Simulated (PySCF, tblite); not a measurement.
Compound: C3H12ClFSi3.
Z-matrix (Å and degrees, GFN2-xTB geometry), rows numbered from 1:
```
C 
C   1  1.5181
Cl  2  1.8010  1  108.19
C   2  1.5140  1  113.35  3   121.75
Si  4  1.9154  2  113.52  1  -167.21
Si  5  2.3230  4  110.15  2    80.44
Si  6  2.3124  5  116.03  4    18.09
F   7  1.6249  6  106.01  5    28.23
H   1  1.0883  2  109.45  3   177.33
H   1  1.0878  2  110.93  3    57.39
H   1  1.0882  2  110.32  3   -63.20
H   2  1.0934  1  110.52  3  -113.97
H   4  1.0906  2  109.16  1   -44.66
H   4  1.0907  2  107.45  1    70.46
H   5  1.4724  4  104.90  2  -157.23
H   5  1.4713  4  106.34  2   -45.93
H   6  1.4778  5  108.18  4   140.82
H   6  1.4712  5  111.56  4  -106.23
H   7  1.4608  6  118.10  5   141.24
H   7  1.4589  6  118.21  5   -85.32
```

Theory: PBE0/pcSseg-1 in PySCF (dipole) on a GFN2-xTB geometry, gas phase.

Take the most abundant isotopes and a rigid rotor. The values belong to one conformer with, in the numbering `[CH3:1][C@@H:2]([Cl:3])[CH2:4][SiH2:5][SiH2:6][SiH2:7][F:8]`, C1–C2–C4–Si5 -167°, C2–C4–Si5–Si6 80°, C4–Si5–Si6–Si7 18°, Si5–Si6–Si7–F8 28°.

What are A, B and C (MHz)?

Ia = 439.86, Ib = 713.88, Ic = 838.81 u·Å²; 505379 MHz·u·Å²/I gives A = 1149, B = 707.9, C = 602.5 MHz.

What kind of rotor is it?

An asymmetric top: κ = (2 × 707.9 − 1149 − 602.5)/(1149 − 602.5) = -0.61.

Is it planar, by Δ = Ic − Ia − Ib?

Not planar: Δ = Ic − Ia − Ib = -314.93 u·Å². For a rigid frame Δ = −2 Σ m c², so Σ m c² = 157.46 u·Å² lies off the ab plane: 18.37 from hydrogen and 139.10 from heavier atoms. The atom farthest from that plane is 2.07 Å away.

Give the other two planar moments, Paa and Pbb, and the rms extents of the mass along the axes.

Paa = Σ m a² = (Ib + Ic − Ia)/2 = 556.42 and Pbb = Σ m b² = (Ia + Ic − Ib)/2 = 282.40 u·Å². With the mass M = 185.99 u, the rms extents √(P/M) along a, b and c are 1.73, 1.23, 0.92 Å.

Give the coordinates in the principal-axis frame, origin at the centre of mass.

The sense of each axis is arbitrary; atoms in the order of the calculation.
| atom | mass (u) | a (Å) | b (Å) | c (Å) |
| --- | --- | --- | --- | --- |
| C1 | 12.000 | -2.818 | -1.498 | -0.581 |
| C2 | 12.000 | -2.225 | -0.159 | -0.180 |
| Cl3 | 34.969 | -1.306 | -0.387 | 1.352 |
| C4 | 12.000 | -1.316 | 0.434 | -1.234 |
| Si5 | 27.977 | -0.269 | 1.907 | -0.599 |
| Si6 | 27.977 | 1.579 | 1.129 | 0.575 |
| Si7 | 27.977 | 2.155 | -1.081 | 0.210 |
| F8 | 18.998 | 1.657 | -1.431 | -1.296 |
| H9 | 1.008 | -3.418 | -1.374 | -1.480 |
| H10 | 1.008 | -3.451 | -1.895 | 0.209 |
| H11 | 1.008 | -2.026 | -2.215 | -0.788 |
| H12 | 1.008 | -3.018 | 0.549 | 0.077 |
| H13 | 1.008 | -0.656 | -0.345 | -1.617 |
| H14 | 1.008 | -1.943 | 0.747 | -2.069 |
| H15 | 1.008 | 0.086 | 2.669 | -1.808 |
| H16 | 1.008 | -1.189 | 2.776 | 0.152 |
| H17 | 1.008 | 2.733 | 1.988 | 0.240 |
| H18 | 1.008 | 1.420 | 1.325 | 2.025 |
| H19 | 1.008 | 3.575 | -1.418 | 0.137 |
| H20 | 1.008 | 1.483 | -2.108 | 0.999 |

Predict some low-J microwave lines.

The dipole components are |μa| = 1.43 D, |μb| = 0.27 D, |μc| = 0.29 D. Intensities carry the squares of the components, which stand as 1.00 : 0.04 : 0.04 (a : b : c). Some lines, for components of 0.1 D or more:

| type | branch | J(Ka,Kc) | MHz | lower level (cm⁻¹) |
| --- | --- | --- | --- | --- |
| b | Q | 2(1,1) ← 2(0,2) | 669 | 0.131 |
| b | Q | 4(1,3) ← 4(0,4) | 1199 | 0.430 |
| a | R | 1(0,1) ← 0(0,0) | 1310 | 0.000 |
| b | R | 1(1,1) ← 0(0,0) | 1751 | 0.000 |
| b | Q | 3(2,2) ← 3(1,3) | 1807 | 0.268 |
| b | R | 2(0,2) ← 1(1,1) | 2163 | 0.058 |
| c | Q | 4(3,2) ← 4(2,2) | 2293 | 0.510 |
| c | Q | 3(3,1) ← 3(2,1) | 2397 | 0.331 |
| b | Q | 3(3,1) ← 3(2,2) | 2478 | 0.328 |
| b | Q | 4(4,1) ← 4(3,2) | 3431 | 0.587 |
| a | R | 4(2,3) ← 3(2,2) | 5229 | 0.328 |
| b | R | 4(1,4) ← 3(0,3) | 5251 | 0.260 |
| c | R | 3(2,1) ← 2(1,1) | 5335 | 0.153 |
| a | R | 4(2,2) ← 3(2,1) | 5375 | 0.331 |
| b | R | 3(3,1) ← 2(2,0) | 6393 | 0.198 |
| b | R | 4(2,2) ← 3(1,3) | 7264 | 0.268 |
| c | R | 4(4,1) ← 3(3,1) | 8701 | 0.411 |

Its GFN2-xTB frequencies are all real (lowest 18 cm⁻¹). Zero-point vibration and centrifugal distortion are left out. A rigid rotor knows nothing of internal rotation, which can split or shift real lines. Quadrupole hyperfine structure (35Cl) is left out.
